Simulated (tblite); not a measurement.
Species: C₅H₉GeNS.
Bonds: C1–N2, N2–C3, C3–C4 (aromatic), C4–C5 (aromatic), C5–S6 (aromatic), S6–C7 (aromatic), C7–Ge8, C3–C7 (aromatic). Hydrogens: H9, H10, H11 on C1; H12 on N2; H13 on C4; H14 on C5; H15, H16, H17 on Ge8.

Computed with GFN2-xTB (tblite), gas phase: L-BFGS steps from a force-field or distance-geometry start until the largest atomic force falls under 0.01 eV/Å.

Step 40: E = -635.5803 eV
```
atom  x, y, z in Å  |  force x, y, z in eV/Å
C1     -1.4033    2.0152   -0.1835   -0.004  -0.024   0.009
N2     -0.2490    1.2128    0.1379    0.010   0.031   0.019
C3     -0.2987   -0.1658    0.0845    0.047  -0.005  -0.012
C4     -1.4780   -0.9571    0.0998    0.006   0.042  -0.003
C5     -1.2137   -2.2870    0.0976   -0.035  -0.007   0.006
S6      0.4628   -2.6244    0.0991    0.002   0.003  -0.013
C7      0.8441   -0.9314    0.0827    0.055   0.019  -0.005
Ge8     2.6746   -0.3448    0.0888    0.057  -0.015  -0.004
H9     -1.1878    3.0525    0.0731   -0.004  -0.033  -0.038
H10    -1.6903    1.9615   -1.2430    0.013   0.003   0.019
H11    -2.2454    1.6819    0.4217   -0.016   0.027   0.005
H12     0.6255    1.5873   -0.2113   -0.033  -0.015   0.029
H13    -2.4759   -0.5613    0.1157   -0.040   0.031  -0.032
H14    -1.9210   -3.0909    0.0864   -0.011  -0.063   0.031
H15     2.9121    0.7291    1.1068   -0.024  -0.022  -0.023
H16     3.5758   -1.4946    0.3796   -0.020   0.018  -0.019
H17     3.0613    0.2292   -1.2458   -0.005   0.010   0.031
```

Step 41: E = -635.5812 eV
```
atom  x, y, z in Å  |  force x, y, z in eV/Å
C1     -1.4037    2.0127   -0.1855   -0.017  -0.009   0.008
N2     -0.2496    1.2144    0.1446   -0.004   0.010   0.029
C3     -0.2979   -0.1642    0.0873    0.045  -0.009  -0.015
C4     -1.4774   -0.9548    0.1021   -0.016   0.014  -0.002
C5     -1.2132   -2.2853    0.0960   -0.056   0.002   0.002
S6      0.4630   -2.6236    0.0905   -0.007   0.003  -0.002
C7      0.8439   -0.9310    0.0804    0.061   0.023  -0.003
Ge8     2.6741   -0.3472    0.0890    0.094   0.016  -0.007
H9     -1.1872    3.0523    0.0594   -0.005  -0.022  -0.042
H10    -1.6907    1.9463   -1.2445    0.010   0.008   0.025
H11    -2.2462    1.6886    0.4242   -0.017   0.018   0.002
H12     0.6239    1.5916   -0.2023   -0.001  -0.016   0.020
H13    -2.4758   -0.5579    0.1202   -0.012   0.016  -0.028
H14    -1.9198   -3.0903    0.0860   -0.009  -0.048   0.026
H15     2.9120    0.7239    1.1125   -0.027  -0.037  -0.043
H16     3.5792   -1.4963    0.3758   -0.035   0.027  -0.024
H17     3.0583    0.2328   -1.2457   -0.005   0.003   0.054
```

Step 42: E = -635.5822 eV
```
atom  x, y, z in Å  |  force x, y, z in eV/Å
C1     -1.4045    2.0094   -0.1879   -0.027   0.010   0.007
N2     -0.2503    1.2165    0.1535   -0.019  -0.020   0.038
C3     -0.2962   -0.1624    0.0907    0.028  -0.012  -0.015
C4     -1.4768   -0.9517    0.1051   -0.035  -0.022  -0.003
C5     -1.2135   -2.2831    0.0939   -0.064   0.013  -0.002
S6      0.4628   -2.6223    0.0799   -0.020   0.007   0.011
C7      0.8450   -0.9301    0.0777    0.050   0.018  -0.001
Ge8     2.6753   -0.3497    0.0892    0.103   0.045  -0.010
H9     -1.1866    3.0518    0.0411   -0.005  -0.003  -0.041
H10    -1.6911    1.9273   -1.2459    0.005   0.008   0.027
H11    -2.2474    1.6974    0.4274   -0.017   0.006  -0.002
H12     0.6221    1.5964   -0.1907    0.036  -0.012   0.010
H13    -2.4758   -0.5535    0.1259    0.026   0.001  -0.023
H14    -1.9188   -3.0902    0.0854   -0.001  -0.019   0.020
H15     2.9116    0.7168    1.1188   -0.025  -0.041  -0.052
H16     3.5825   -1.4980    0.3706   -0.037   0.022  -0.026
H17     3.0547    0.2374   -1.2444    0.002   0.001   0.063
```

**Question.** Estimate the geometry and energy of step 43. (The exact step hangs on the optimiser's Hessian estimate; all steps are aligned on step 42, rigid shifts and turns removed.)

**Answer.** E = -635.5833 eV, largest force 0.091 eV/Å
```
atom  x, y, z in Å  |  force x, y, z in eV/Å
C1     -1.4057    2.0055   -0.1906   -0.026   0.025   0.007
N2     -0.2512    1.2183    0.1633   -0.027  -0.043   0.040
C3     -0.2937   -0.1609    0.0946    0.003  -0.013  -0.011
C4     -1.4762   -0.9484    0.1089   -0.038  -0.047  -0.007
C5     -1.2150   -2.2805    0.0914   -0.048   0.017  -0.005
S6      0.4618   -2.6208    0.0684   -0.028   0.011   0.025
C7      0.8471   -0.9288    0.0751    0.023   0.005  -0.002
Ge8     2.6781   -0.3515    0.0892    0.071   0.055  -0.013
H9     -1.1860    3.0508    0.0197   -0.005   0.016  -0.035
H10    -1.6919    1.9062   -1.2470   -0.002   0.003   0.023
H11    -2.2492    1.7069    0.4307   -0.015  -0.004  -0.004
H12     0.6207    1.6013   -0.1774    0.058  -0.011   0.004
H13    -2.4751   -0.5482    0.1328    0.053  -0.009  -0.018
H14    -1.9185   -3.0901    0.0841    0.005   0.011   0.014
H15     2.9111    0.7085    1.1244   -0.017  -0.028  -0.043
H16     3.5851   -1.4995    0.3641   -0.025   0.004  -0.025
H17     3.0514    0.2431   -1.2413    0.017   0.008   0.050
```

The energy changes by -0.0011 eV. The first-order estimate −F·Δx gives -0.0015 eV and the mean of the old and new forces, exact on a quadratic surface, -0.0011 eV. The step makes an angle of 80° with the force vector and moves no atom by more than 0.021 Å.

What follows is the cost of the whole relaxation. Hardware: one thread, Arm Neoverse V1 (aarch64), no GPU, shared host with 32 logical CPUs at a one-minute load of 18. Cost: 0.86 s of wall time.
